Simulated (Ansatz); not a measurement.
Reaction (ligand exchange at the Si–O bond): `O[SiH2]O[SiH]1C=C1` + `C[SiH](O)O` → `C[SiH](O)O[SiH2]O` + `O[SiH]1C=C1`

Program: Ansatz. Geometries: PBE0-D4/def2-TZVP. ΔE: electronic, gas phase. CCSD(T)/CBS adds triple-zeta CCSD(T) − MP2 to the extrapolated MP2 energy (def2 sets, frozen cores). DFT in def2-TZVPP. One conformer a species, not always the lowest.

| level | ΔE (kcal/mol) | difference from CCSD(T)/CBS |
| --- | --- | --- |
| PBE-D4 | -2.0 | -0.2 |
| PBE0-D4 | -2.0 | -0.2 |
| ωB97M-V | -2.2 | -0.4 |
| PBE | -1.4 | 0.4 |
| MP2/def2-TZVPP | -1.9 | -0.1 |
| SCS-MP2/def2-TZVPP | -1.6 | 0.2 |
| MP2/def2-QZVPP | -1.7 | 0.1 |
| HF/CBS(def2) | -0.7 | 1.1 |
| MP2/CBS(def2) | -1.7 | 0.1 |
| CCSD/CBS(def2) | -1.5 | 0.3 |
| CCSD(T)/CBS | -1.8 | 0 |

Largest T1 diagnostic among the species: 0.012.

In def2-TZVPP, CCSD(T) changes the Hartree–Fock value by −1.0 kcal/mol (the triples alone add −0.2 kcal/mol) and MP2 by −1.0 kcal/mol. The D4 term adds −0.9 kcal/mol with B3LYP and −0.5 kcal/mol with PBE0; it sums over pairs of atoms, weighted by their polarisabilities, and B3LYP, whose exchange is more repulsive, gets the larger term.

B3LYP here is the variant with VWN-RPA as its local correlation; programs differ in this.
